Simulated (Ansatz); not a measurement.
| atom | x (Å) | y (Å) | z (Å) |
| --- | --- | --- | --- |
| Si | 0.0000 | 0.0000 | -0.1109 |
| H | 0.0000 | 0.0000 | 1.5530 |

Basis set: 6-31G* (spherical functions). Left uncorrelated: 5 orbitals. Charge 0, multiplicity 2.

Computed with Ansatz (development build ahead of 0.2.0); each method stands on the lowest determinant of its kind that the runs found.

The atomization energy at this shape (free ground-state atoms in the same class of orbitals less the molecule, no zero-point energy) of doublet SiH:

```tsv
method	atomization energy
UHF	2.02 eV
```

**Question.** What does UHF-MP2 give?

**Answer.** 2.39 eV.
